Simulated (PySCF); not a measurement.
**CoO⁻ at ROHF-MP2**

Computed with ROHF-MP2; Co def2-TZVPPD, O def2-TZVPPD; no relativity (PySCF 2.14).

For CoO⁻, the state is ⁵Δ (quintet), unpaired electrons σ ↑, π ↑↑, δ ↑. The bond length is 1.689 Å and the harmonic wavenumber is 711 cm⁻¹. The force constant is 3.75 mdyn/Å and the rotational constant Be is 0.4696 cm⁻¹. The anharmonicity ωexe is 4.03 cm⁻¹ and the vibration–rotation constant αe is 0.00355 cm⁻¹.

Correlated steps freeze 6 core orbitals. The state is the lowest single determinant that the PBE0 search found; with open d or f shells the true ground state can be another one.
